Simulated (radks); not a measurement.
Results of a calculation; reference values are marked as such.
Valence configurations of neutral oxygen (all share [He]). Code: a radial shooting solver on a logarithmic mesh with Libxc functionals. Model: non-relativistic Kohn-Sham, PBEsol, spin-unpolarised, spherical densities, point nucleus. Energies are relative to 2s2 2p4; eigenvalues in eV.

| valence | E (eV) | e(2p) | e(2s) |
|---|---|---|---|
| 2s2 2p4 | 0.000 | -8.981 | -23.762 |
| 2s1.5 2p4.5 | 7.395 | -9.195 | -23.996 |
| 2s1 2p5 | 14.801 | -9.402 | -24.223 |
| 2s0.5 2p5.5 | 22.216 | -9.603 | -24.442 |
| 2p6 | 29.640 | -9.797 | - |

NIST lists [He] 2s2 2p4 as the ground configuration; this level of theory agrees among the configurations tried. The energies are those of spherical spin-averaged densities, not of single terms.
